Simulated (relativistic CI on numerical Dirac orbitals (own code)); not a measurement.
Radial parameters of Re XII

These numbers are calculated, not measured: Dirac-Coulomb-Breit CI, orbitals from a KLI potential per configuration, a model potential for QED, unscaled Slater integrals (own radial code, finite nucleus).

Slater integrals F^k, G^k are unscaled and averaged over j, outside the closed core [Kr] 4d10; ζ comes from projecting the Hamiltonian with its Breit term on Σ l·s of the shell.

- 4f14.5s2.5p2: F^2(5p,5p) = 99976, ζ(5p) = 75718 cm⁻¹; <r>(5p) = 1.073, <r^2>(5p) = 1.286 (bohr units).
- 4f13.5s2.5p3: ζ(4f) = 5558.8, F^2(5p,5p) = 100840, F^2(4f,5p) = 74968, G^2(4f,5p) = 29600, G^4(4f,5p) = 25204, ζ(5p) = 77913 cm⁻¹; <r>(4f) = 0.5451, <r^2>(4f) = 0.3578, <r>(5p) = 1.063, <r^2>(5p) = 1.263 (bohr units).
- 4f14.5s.5p3: F^2(5p,5p) = 100030, G^1(5s,5p) = 130180, ζ(5p) = 75308 cm⁻¹; <r>(5s) = 0.9701, <r^2>(5s) = 1.049, <r>(5p) = 1.072, <r^2>(5p) = 1.284 (bohr units).

In this model ζ of a weakly bound d, f or g electron outside closed shells comes out too small, for d by up to a factor of two or three and at times with the wrong sign; that of an outer p electron is too small as well.

Averages of the first 10 configurations, taken without configuration mixing, which lowers the lowest level and can move excited configurations by several eV; other configurations of the list can lie among them:

```csv
Configuration,Parity,States,Average energy above the lowest level (eV)
4f14.5s2.5p2,even,15,19.6
4f13.5s2.5p3,even,280,32.7
4f14.5s.5p3,odd,40,62.9
4f14.5s2.5p.5d,odd,60,77.9
4f14.5s.5p2.5d,even,300,119.5
4f14.5s2.5p.5f,even,84,132.6
4f13.5s2.5p2.5d,odd,2100,91.6
4f14.5s2.5p.5g,odd,108,166.4
4f14.5s2.5p.6s,odd,12,109.1
4f14.5p4,even,15,110.8
```
